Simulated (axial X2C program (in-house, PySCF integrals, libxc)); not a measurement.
**GeCl: nuclear properties from DFT to coupled cluster**

Computed with an axial X2C code built on PySCF integrals: two-component X2C with atomic mean-field Coulomb and Gaunt terms, Gaussian nuclei, basis Ge dyall-acv3z, Cl dyall-av3z with contracted cores.

R = 2.182 Å (near the PBE0 minimum at charge 0 of the determinant lowest at the starting distance; the state shown can have its own minimum elsewhere); state Ω = 1/2 (⟨Sz⟩ = -0.50, ⟨Lz⟩ = 1.00 at PBE0).

```tsv
level	Eeff magnitude (GV/cm)	Ws magnitude Ge (kHz)	A∥/gI Ge (MHz)	qzz Ge (a.u.)	A∥/gI Cl (MHz)	μ (D)
PBE0	0.0855	0.0774	1560	-0.61	175	-1.78
HF	0.312	0.273	1390	-0.73	117	-2.06
B3LYP	0.00587	0.0128	1500	-0.55	175	-1.81
```

Eeff is the effective electric field on the electron electric dipole moment in this Ω state and Ws the scalar–pseudoscalar constant of the nucleus named (defined with the proton number Z and per Ω); A∥ (defined per Ω) follows by multiplying with gI = μI/(I μN); qzz is the electric field gradient, eQq0 = 234.96 MHz × Q/barn × qzz; μ is positive if the Cl end (last atom) is positive. The operators were transformed with the bare-nucleus X2C matrices; with these basis sets, hyperfine constants and field gradients can be off by tens of per cent, and where levels differ in sign neither size nor sign is settled.

Finite-field MP2, CCSD and CCSD(T), with 21 electrons correlated in 130 natural virtual spinors (MP2 remainder added):

| level | Eeff magnitude (GV/cm) | Ws magnitude Ge (kHz) | A∥/gI Ge (MHz) | qzz Ge (a.u.) | A∥/gI Cl (MHz) | μ (D) |
| --- | --- | --- | --- | --- | --- | --- |
| MP2 | 0.111 | 0.1 | 1490 | -0.57 | 175 | -1.95 |
| CCSD | 0.026 | 0.0195 | 1330 | -0.60 | 151 | -1.92 |
| CCSD(T) | 0.0542 | 0.044 | 1310 | -0.57 | 161 | -1.82 |

T1 = 0.013 (Lee–Taylor). One unrestricted determinant, the lowest of a limited PBE0 search, is the reference; the functionals treat spin collinearly. The sign of Eeff is opposite to CCSD(T) at PBE0, HF, B3LYP. Eeff spreads by more than a factor of two over the levels. Correlation of the inner shells is missing, which matters for properties at the nucleus. Number of frozen shells: Ge 3 s, 2 p; Cl 2 s, 1 p.

Problem. By how much does correlation change each value, CCSD(T) against HF?

Solution. A∥/gI Ge -6 %; qzz Ge -22 %; A∥/gI Cl 38 %; μ -12 %.
